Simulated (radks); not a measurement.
Removal energies from the gallium ion Ga6+, [Ar] 3d7, by Delta-SCF beside the eigenvalue of the level emptied. Calculated with a radial shooting solver on a logarithmic mesh with Libxc functionals: non-relativistic Kohn-Sham, PBE, spin-polarised, spherical densities, point nucleus. Open shells are filled with parallel spins first.

removed from       final configuration  Delta-SCF (eV)  -eigenvalue (eV)
3d                            [Ar] 3d6          141.59            127.37
3p                    [Ne] 3s2 3p5 3d7          221.85            207.41
3s                    [Ne] 3s1 3p6 3d7          268.18            253.62
2p            [He] 2s2 2p5 3s2 3p6 3d7          1251.6            1211.8
